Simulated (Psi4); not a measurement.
ClCs, singlet, at a GFN2-xTB geometry (such geometries of metal compounds can be far from the true shape) (core potentials on Cs); B3LYP5/def2-SVP run with Psi4.

The Psi4 input:
```
memory 2 GB

molecule mol {
0 1
  Cs   -0.000000   -0.000000   -0.680243
  Cl    0.000000    0.000000    2.200785
}

set basis def2-svp
set reference rks
set scf_type pk
set puream true
set d_convergence 1e-8
set dft_radial_points 99
set dft_spherical_points 590

energy('b3lyp5')
print_variables()
```

Write the output that Psi4 gives for this input, abridged.


```
   => Loading Basis Set <=

    Name: DEF2-SVP
    Role: ORBITAL
    Keyword: BASIS

    !!!  WARNING: ECP capability is in beta. Please check occupations closely.  !!!

         ---------------------------------------------------------
                                   SCF
               by Justin Turney, Rob Parrish, Andy Simmonett
                          and Daniel G. A. Smith
                              RKS Reference
         ---------------------------------------------------------

  ==> Geometry <==

    Molecular point group: c2v
    Full point group: C_inf_v

    Geometry (in Angstrom), charge = 0, multiplicity = 1:

       Center              X                  Y                   Z               Mass
    ------------   -----------------  -----------------  -----------------  -----------------
         CS           0.000000000000     0.000000000000    -0.600129030580   132.905451961000
         CL           0.000000000000     0.000000000000     2.280898969420    34.968852682000

  Running in c2v symmetry.

  Rotational constants: A = ************  B =      0.07336  C =      0.07336 [cm^-1]
  Rotational constants: A = ************  B =   2199.28893  C =   2199.28893 [MHz]
  Nuclear repulsion =   28.102508282637309

  Charge       = 0
  Multiplicity = 1
  Electrons    = 26
  Nalpha       = 13
  Nbeta        = 13

  ==> Algorithm <==

  SCF Algorithm Type is PK.
  DIIS enabled.
  MOM disabled.
  Fractional occupation disabled.
  Guess Type is SAD.
  Energy threshold   = 1.00e-06
  Density threshold  = 1.00e-08
  Integral threshold = 1.00e-12

  ==> Primary Basis <==

  Basis Set: DEF2-SVP
    Blend: DEF2-SVP
    Number of shells: 18
    Number of basis functions: 42
    Number of Cartesian functions: 45
    Spherical Harmonics?: true
    Max angular momentum: 2

  Core potential: DEF2-SVP
    Number of shells: 4
    Number of ECP primitives: 10
    Number of ECP core electrons: 46
    Max angular momentum: 3

  ==> DFT Potential <==

   => LibXC <=

    Version 7.1.2
    S. Lehtola, C. Steigemann, M. J. T. Oliveira, and M. A. L. Marques,  SoftwareX 7, 1–5 (2018) (10.1016/j.softx.2017.11.002)

   => Composite Functional: B3LYP5 <=

    B3LYP5 Hyb-GGA Exchange-Correlation Functional

    P. J. Stephens, F. J. Devlin, C. F. Chabalowski, and M. J. Frisch,  J. Phys. Chem. 98, 11623 (1994) (10.1021/j100096a001)

    Deriv               =              1
    GGA                 =           TRUE
    Meta                =          FALSE

    Exchange Hybrid     =           TRUE
    MP2 Hybrid          =          FALSE

   => Exchange Functionals <=

    0.0800   Slater exchange
    0.7200         Becke 88

   => Exact (HF) Exchange <=

    0.2000               HF

   => Correlation Functionals <=

    0.1900   Vosko, Wilk & Nusair (VWN5)
    0.8100   Lee, Yang & Parr

   => LibXC Density Thresholds  <==

    XC_HYB_GGA_XC_B3LYP5:  1.00E-15

   => Molecular Quadrature <=

    Radial Scheme          =       TREUTLER
    Pruning Scheme         =           NONE
    Nuclear Scheme         =       TREUTLER

    Blocking Scheme        =         OCTREE
    BS radius alpha        =              1
    Pruning alpha          =              1
    Radial Points          =             99
    Spherical Points       =            590
    Total Points           =         111384
    Total Blocks           =           1031
    Max Points             =            256
    Max Functions          =             42
    Weights Tolerance      =       1.00E-15

  ==> Integral Setup <==

  Using in-core PK algorithm.
   Calculation information:
      Number of atoms:                   2
      Number of AO shells:              18
      Number of primitives:             33
      Number of atomic orbitals:        45
      Number of basis functions:        42

      Integral cutoff                 1.00e-12
      Number of threads:                 1

  Performing in-core PK
  Using 816312 doubles for integral storage.
  We computed 14195 shell quartets total.
  Whereas there are 14706 unique shell quartets.

  ==> DiskJK: Disk-Based J/K Matrices <==

    J tasked:                  Yes
    K tasked:                  Yes
    wK tasked:                  No
    Schwarz Cutoff:          1E-12

  Minimum eigenvalue in the overlap matrix is 3.0116016230E-02.
  Reciprocal condition number of the overlap matrix is 9.5888542090E-03.
    Using symmetric orthogonalization.

  ==> Pre-Iterations <==

  SCF Guess: Superposition of Atomic Densities via on-the-fly atomic UHF (no occupation information).

   -------------------------
    Irrep   Nso     Nmo
   -------------------------
     A1        21      21
     A2         3       3
     B1         9       9
     B2         9       9
   -------------------------
    Total      42      42
   -------------------------

  ==> Iterations <==

                        Total Energy        Delta E     RMS |[F,P]|

   @RKS iter SAD:  -479.62389575822743   -4.79624e+02   0.00000e+00
   @RKS iter   1:  -480.12560837704871   -5.01713e-01   1.46025e-02 DIIS/ADIIS
   @RKS iter   2:  -479.87299671556775    2.52612e-01   2.75358e-02 DIIS/ADIIS
   @RKS iter   3:  -480.20971957699629   -3.36723e-01   1.58718e-03 DIIS/ADIIS
   @RKS iter   4:  -480.21094517870381   -1.22560e-03   6.63016e-04 DIIS/ADIIS
   @RKS iter   5:  -480.21110852293839   -1.63344e-04   1.38254e-04 DIIS/ADIIS
   @RKS iter   6:  -480.21111709665723   -8.57372e-06   2.08044e-05 DIIS
   @RKS iter   7:  -480.21111730072857   -2.04071e-07   7.51220e-07 DIIS
   @RKS iter   8:  -480.21111730197862   -1.25004e-09   1.09274e-07 DIIS
   @RKS iter   9:  -480.21111730200670   -2.80806e-11   1.25558e-08 DIIS
   @RKS iter  10:  -480.21111730200596    7.38964e-13   2.75536e-09 DIIS
  Energy and wave function converged.

  ==> Post-Iterations <==

   Electrons on quadrature grid:
      Ntotal   =   26.0000009087 ; deviation = 9.087e-07

    Orbital Energies [Eh]
    ---------------------

    Doubly Occupied:

[...]
       3B2    -0.197255

    Virtual:

[...]
    Final Occupation by Irrep:
             A1    A2    B1    B2
    DOCC [     7,    0,    3,    3 ]
    NA   [     7,    0,    3,    3 ]
    NB   [     7,    0,    3,    3 ]

  @RKS Final Energy:  -480.21111730200596

   => Energetics <=

    Nuclear Repulsion Energy =             28.1025082826373094
    One-Electron Energy =                -727.1441872176552579
    Two-Electron Energy =                 244.1825182319194596
    DFT Exchange-Correlation Energy =     -25.3519565989075417
    Empirical Dispersion Energy =           0.0000000000000000
    VV10 Nonlocal Energy =                  0.0000000000000000
    Total Energy =                       -480.2111173020059596

Computation Completed

Properties will be evaluated at   0.000000,   0.000000,   0.000000 [a0]

Properties computed using the SCF density matrix

 Multipole Moments:

 ------------------------------------------------------------------------------------
     Multipole            Electronic (a.u.)      Nuclear  (a.u.)        Total (a.u.)
 ------------------------------------------------------------------------------------

 L = 1.  Multiply by 2.5417464519 to convert [e a0] to [Debye]
 Dipole X            :          0.0000000            0.0000000            0.0000000
 Dipole Y            :          0.0000000            0.0000000            0.0000000
 Dipole Z            :        -66.7808923           63.0679488           -3.7129436
 Magnitude           :                                                    3.7129436

 ------------------------------------------------------------------------------------

  Variable Map:
  ----------------------------------------------------------------------------
[...]
  Array Variable Map:
  ----------------------------------------------------------------------------
[...]
[...]
```
